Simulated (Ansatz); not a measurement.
A geometry relaxed with PBE-D3(BJ)/def2-TZVP (Ansatz, a first-principles code), charge 0, multiplicity 1:

```xyz
10

C     -1.8005    -0.0641    -0.0044
S      2.5270    -1.4967    -1.8201
C      1.6814    -0.6084    -0.8552
C      0.9581     0.1500    -0.0423
H     -1.7911    -1.0942    -0.3815
H      1.8928     1.5551     1.6251
H     -2.7419     0.4246    -0.2894
S      1.4351     0.2751     1.6614
H     -1.6991    -0.0515     1.0882
S     -0.4619     0.9101    -0.7576
```

Write the SMILES of this molecule.

`CSC(S)=C=S`
